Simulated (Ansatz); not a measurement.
```xyz
6

C    -0.0264    0.6673    0.0178
O    -0.0495   -0.7812   -0.0043
H    -1.0935    0.9885   -0.0164
H     0.3947    1.0795    0.8827
H     0.4650    1.0933   -0.8688
H     0.8696   -1.0575   -0.0111
```

Basis set: cc-pVDZ (spherical functions). Frozen core: 2 orbitals. Charge 0, multiplicity 1.

Computed with Ansatz (development build ahead of 0.2.0); each method stands on the lowest determinant of its kind that the runs found. Restricted open shells among the atoms or ions are ROHF, correlated in semicanonical orbitals with singles.

Give the atomization energy at this shape (free ground-state atoms in the same class of orbitals less the molecule, no zero-point energy) of singlet CH4O by RHF-MP2, RHF.

```tsv
method	atomization energy
RHF-MP2	1983.4 kJ/mol
RHF	1518.0 kJ/mol
```
